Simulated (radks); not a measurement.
Task: All-electron atom: Lu55+ in [Ne] 3s2 3p4. Calculated with a radial shooting solver on a logarithmic mesh with Libxc functionals: scalar-relativistic Kohn-Sham, PBE, spin-polarised, spherical densities, finite nucleus; open shells are filled with parallel spins first (spin-orbit coupling, left out, can overturn this in heavy ions); Fermi nuclear charge, rms radius 5.37 fm. Some entries of the table are withheld. Estimate them.

orbital  occ.  eigenvalue (eV)  <r> (bohr)
1s up       1        -67329.71     0.01932
1s down     1        -67322.73     0.01932
2s up       1        -14719.31     0.08099
2s down     1        -14714.54     0.08097
2p up       3        -13456.41         (1)
2p down     3        -13449.44         (2)
3s up       1        -5829.543      0.1965
3s down     1        -5809.238      0.1967
3p up       3        -5451.856      0.1926
3p down     1        -5431.533      0.1928

Result: 
(1) 2p up <r> (bohr): 0.07199
(2) 2p down <r> (bohr): 0.07198
